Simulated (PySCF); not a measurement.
phosphorus nitride cation (NP), SMILES P#N (connectivity only; charge and spin as stated), charge +1, multiplicity 2.

Geometry optimised at B3LYP-D3(BJ)/def2-TZVPD. The multiplicity is an assumed one; other spin states were not compared.

All values below come from B3LYP/def2-TZVPD (PySCF).

Gas-phase values at a fixed geometry.

Computed frontier levels, dipole moment and polarisability:
The α spin, highest occupied and lowest empty level comes out as -18.30 and -10.87 eV and the β spin, highest occupied and lowest empty level is -17.72 and -14.67 eV. The dipole moment about the centre of nuclear charge is 2.05 D and the mean static polarisability is 27.8 bohr³ (4.12 Å³). The polarisability, principal values comes out as 27.2, 27.2, 29.0 bohr³. The ⟨S²⟩ is 0.779 (pure state 0.75).
